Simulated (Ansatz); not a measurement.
`[CH3][Ge][Cl]` + CH₃SH → `C[S][Ge][Cl]` + CH₄ at 700 K and 1 bar (ligand exchange at a Ge–C bond).

Calculated with Ansatz (gas phase, PBE0-D4/def2-TZVP geometries, no zero-point term in ΔE). CCSD(T)/CBS adds triple-zeta CCSD(T) − MP2 to the extrapolated MP2 energy (def2 sets, frozen cores). This one scheme is used for every species. For Ge outer-core shells are correlated without core-valence functions, which leaves a few kJ/mol of doubt a bond. Scalar relativity is left out up to krypton. Each species was taken in one conformer, which may not be the lowest.

| species | CCSD(T)/CBS energy (Eh) | H − E (kJ/mol) | S (J/(mol·K)) |
| --- | --- | --- | --- |
| `[CH3][Ge][Cl]` | -2575.77362 | 144.4 | 380.1 |
| CH₃SH | -438.22835 | 160.2 | 309.0 |
| `C[S][Ge][Cl]` | -2973.58695 | 166.0 | 439.8 |
| CH₄ | -40.46206 | 145.9 | 224.0 |

H − E and S are ideal-gas, rigid-rotor, harmonic terms from PBE0-D4/def2-TZVP, for one conformer and one mirror image of each species. 1 Eh = 2625.50 kJ/mol, R = 8.31446 J/(mol·K).

**Question.** By hand: ΔE, ΔH, ΔS and ΔG.

**Answer.** ΔE = (-2973.58695) + (-40.46206) − (-2575.77362) − (-438.22835) = -0.04704 Eh = -123.5 kJ/mol. Δ(H − E) = 166.0 + 145.9 − 144.4 − 160.2 = 7.3, so ΔH = -116.2 kJ/mol. ΔS = 439.8 + 224.0 − 380.1 − 309.0 = -25.3 J/(mol·K). ΔG = -116.2 − 700 × (-25.3)/1000 = -98.5 kJ/mol.

**Question.** By hand: the equilibrium constant, and the temperature at which ΔG would vanish if ΔH and ΔS stayed fixed.

**Answer.** log₁₀ K = −ΔG/(RT ln 10) = 7.4. ΔG = 0 at ΔH/ΔS = 4593 K, far beyond where these terms or the molecules hold.

ΔH outweighs TΔS. A doubt of 5 kJ/mol in ΔE shifts log₁₀ K by 0.4 here. Other conformers and mirror images would add mixing entropy, several J/(mol·K) or more a flexible species. Modes under 60 cm⁻¹, often nearly free rotors, make the harmonic entropy too high. These are equilibria of isolated gas molecules and say nothing of rates. Largest T1 diagnostic: 0.014 (customary marks: 0.02 for closed shells, 0.045 for open ones).
